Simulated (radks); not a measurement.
Task: Nb3+, configuration [Kr] 4d1.5 5s0.5 (fractional occupations, a model configuration). Calculated with a radial shooting solver on a logarithmic mesh with Libxc functionals: scalar-relativistic Kohn-Sham, r2SCAN, spin-unpolarised, spherical densities, finite nucleus; meta-GGA in the generalised Kohn-Sham scheme; Fermi nuclear charge, rms radius 4.324 fm. Some entries of the table are withheld. Estimate them.

| orbital | occ. | eigenvalue (Ry) | <r> (bohr) | r(max) (bohr) |
|---|---|---|---|---|
| 1s | 2 | -1387.983 | 0.03610 | 0.02349 |
| 2s | 2 | -197.1787 | 0.1579 | 0.1331 |
| 2p | 6 | -176.1487 | 0.1377 | 0.1065 |
| 3s | 2 | -35.36180 | 0.4421 | 0.3949 |
| 3p | 6 | -28.41720 | 0.4450 | 0.3890 |
| 3d | 10 | -17.10507 | (1) | 0.3354 |
| 4s | 2 | -6.81893 | 1.146 | 1.028 |
| 4p | 6 | -4.96840 | 1.266 | 1.113 |
| 4d | 1.5 | -2.34198 | 1.680 | 1.376 |
| 5s | 0.5 | -1.89087 | 2.809 | (2) |

Result: 
(1) 3d <r> (bohr): 0.4328
(2) 5s r(max) (bohr): 2.591
